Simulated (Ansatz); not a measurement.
Molecular dynamics of BF2HO

Input:

```yaml
crystal:
  periodic: [false, false, false]
  atoms:
    - { symbol: B, position_ang: [0.002524, -0.080694, -0.058554] }
    - { symbol: F, position_ang: [-0.056196, -0.111075, 1.276843] }
    - { symbol: F, position_ang: [1.165408, 0.211002, -0.627848] }
    - { symbol: O, position_ang: [-1.069736, -0.334221, -0.830947] }
    - { symbol: H, position_ang: [-1.8508, -0.531712, -0.300994] }
basis:
  gaussian: { orbitals: cc-pVDZ }
hamiltonian:
  xc: pbe0
  dispersion: d4
md:
  timestep: 0.5
  n_steps: 150
  ensemble: nvt_langevin
  temperature: 1500.0
  initial_velocities: maxwell_boltzmann
  seed: 467933
  friction: 0.05
  temperature_schedule:
    - { n_steps: 37, end_temperature: 1500.0 }
    - { n_steps: 113, end_temperature: 10.0 }
```

Launched with:

```bash
$ ansatz run input.yaml --threads 1 --pin off --max-ram 2048MiB --backend cpu --events-out ev --progress --plain --runs-dir out
```

It starts from a relaxed structure.

Output, in part (step lines, the closing report, with atoms numbered from 0):

```
md step     0: t =     0.00 fs  T =  1200.0 K (target 1500.0 K)  F+E_penalty+E_count = -8170.18185454 eV  E_kin = 0.775560 eV  (22 SCF iters)
[... lines left out ...]
Total energy: -8169.88900112 eV, -300.2378830416 hartree
Atom 0 at    -0.124256    -0.021532    -0.178479 Å, force     1.258283    -1.584211    -1.233689 eV/Å
Atom 1 at     0.075619    -0.233131     1.102515 Å, force    -0.103755     0.576581     1.289428 eV/Å
Atom 2 at     0.991825     0.311525    -0.884241 Å, force    -1.351285     0.150233     0.323074 eV/Å
Atom 3 at    -1.228407    -0.497969    -0.792219 Å, force     1.040792     1.005652    -1.272132 eV/Å
Atom 4 at    -2.045325    -0.473298    -0.326338 Å, force    -0.844034    -0.148255     0.893320 eV/Å
Dipole moment:    -0.493404     0.054120     0.137647 e Å
```

The steps, from the saved trajectory:

| time (fs) | T (K) | potential energy less start (eV) |
| --- | --- | --- |
| 0.0 | 1200 | 0.000 |
| 2.5 | 681 | 0.433 |
| 5.0 | 960 | 0.212 |
| 7.5 | 950 | 0.324 |
| 10.0 | 890 | 0.138 |
| 12.5 | 890 | 0.264 |
| 15.0 | 1243 | 0.184 |
| 17.5 | 945 | 0.365 |
| 20.0 | 1087 | 0.534 |
| 22.5 | 1172 | 0.284 |
| 25.0 | 841 | 0.320 |
| 27.5 | 756 | 0.445 |
| 30.0 | 699 | 0.633 |
| 32.5 | 1015 | 0.559 |
| 35.0 | 1869 | 0.253 |
| 37.5 | 1500 | 0.215 |
| 40.0 | 951 | 0.444 |
| 42.5 | 731 | 0.579 |
| 45.0 | 663 | 0.524 |
| 47.5 | 756 | 0.508 |
| 50.0 | 1072 | 0.359 |
| 52.5 | 944 | 0.433 |
| 55.0 | 852 | 0.449 |
| 57.5 | 892 | 0.379 |
| 60.0 | 984 | 0.207 |
| 62.5 | 1086 | 0.113 |
| 65.0 | 561 | 0.353 |
| 67.5 | 435 | 0.471 |
| 70.0 | 419 | 0.470 |
| 72.5 | 567 | 0.329 |
| 75.0 | 473 | 0.293 |

All steps were run. The schedule's set-point averaged 504 K over the second half and the system 814 K, so it lags behind the ramp. A run of 0.075 ps of so small a system gives no equilibrium averages.

The same pairs are bonded in the first frame and the last. Pairs count as bonded within 1.25 times the sum of covalent radii (0.12 Å more for H–H).

Last frame:

```xyz
5
Properties=species:S:1:pos:R:3
B -0.124 -0.021 -0.178
F 0.076 -0.233 1.103
F 0.992 0.311 -0.884
O -1.228 -0.498 -0.792
H -2.045 -0.473 -0.326
```

Time of the run: 2.7 min on 1 thread of Arm Neoverse V2 (shared host), peak memory 0.1 GiB.
